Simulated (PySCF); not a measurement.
Homolysis of single bonds, series CF3-X. Isolated molecules, 0 K electronic values unless said otherwise. One relaxed conformer stands for each flexible species; it need not be the lowest. Strings in code marks are SMILES.

The numbers are results of PBE-D3(BJ)/def2-TZVP // B3LYP-D3(BJ)/def2-TZVP (PySCF 2.14.0), not measurements. All candidates: neutral, multiplicity 2. 

```
Quantity                         Result
-----------------------------  --------
highest occupied spin orbital  -5.80 eV
dipole moment                    0.55 D
```

Identify which member has these values.
A. `F[C](F)I`
B. `[BH2]`
C. `F[CH]F`
D. `[SeH]`

D, `[SeH]`. The others give `F[C](F)I`: -5.57 eV, 0.36 D; `[BH2]`: -4.92 eV, 0.51 D; `F[CH]F`: -5.17 eV, 1.23 D
